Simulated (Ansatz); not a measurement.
Consider the redistribution: `BSC` + `O[SiH](O)S[SiH](O)Cl` → `CSBCl` + `O[SiH2]S[SiH](O)O`.

Isolated molecules relaxed with PBE0-D4/def2-TZVP in Ansatz; ΔE leaves out vibrations. CCSD(T)/CBS is the MP2 limit (def2-TZVPP, def2-QZVPP) plus CCSD(T) − MP2 in def2-TZVPP, frozen cores. One conformer a species, not always the lowest.

`BSC`:

```xyz
8

B     1.495   -0.187    0.494
S     0.233   -1.026   -0.379
C    -1.179    0.105   -0.409
H     1.322    0.911    0.930
H     2.522   -0.780    0.620
H    -2.027   -0.372    0.080
H    -1.440    0.320   -1.445
H    -0.925    1.029    0.108
```

`O[SiH](O)S[SiH](O)Cl`:

```xyz
12

O    -0.072    0.999    2.855
Si    0.421    0.398    1.428
O     1.023   -1.095    1.685
S    -1.284    0.313    0.106
Si   -0.306    0.192   -1.761
O    -1.386   -0.187   -2.916
Cl    1.191   -1.243   -1.679
H    -0.529    0.409    3.456
H     1.407    1.342    0.867
H     1.163   -1.640    0.906
H     0.351    1.438   -2.183
H    -1.980   -0.925   -2.764
```

`CSBCl`:

Cartesian coordinates in Å:
```
C -0.238 0.394 -1.221
S -0.913 -0.650 0.094
B 0.259 -0.461 1.401
Cl -0.004 -1.316 2.904
H 0.688 0.861 -0.891
H -0.046 -0.222 -2.099
H -0.967 1.162 -1.473
H 1.221 0.232 1.284
```

`O[SiH2]S[SiH](O)O`:

Cartesian coordinates in Å:
```
O 1.404 -1.810 0.198
Si -0.224 -1.937 0.288
S -1.212 -0.452 -0.917
Si -0.328 1.230 0.041
O 1.316 1.168 -0.008
O -0.817 2.579 -0.739
H 1.751 -0.915 0.295
H -0.701 -1.778 1.685
H -0.616 -3.249 -0.267
H -0.637 1.241 1.484
H 1.721 1.360 -0.858
H -1.656 2.561 -1.202
```

```csv
species,HF/CBS(def2) energy (Eh)
`BSC`,-463.05751
`O[SiH](O)S[SiH](O)Cl`,-1662.89951
`CSBCl`,-922.05384
`O[SiH2]S[SiH](O)O`,-1203.89207
```

Work out ΔE.

ΔE = (-922.05384) + (-1203.89207) − (-463.05751) − (-1662.89951) = 0.01111 Eh = +7.0 kcal/mol. CCSD(T)/CBS gives +6.0 kcal/mol.

Largest T1 diagnostic among the species: 0.014.

In def2-TZVPP, CCSD(T) changes the Hartree–Fock value by −1.8 kcal/mol (the triples alone add −0.3 kcal/mol) and MP2 by −1.6 kcal/mol. The D4 term adds +0.9 kcal/mol with B3LYP and +0.5 kcal/mol with PBE0; it sums over pairs of atoms, weighted by their polarisabilities, and B3LYP, whose exchange is more repulsive, gets the larger term.

B3LYP here is the variant with VWN-RPA as its local correlation; programs differ in this.
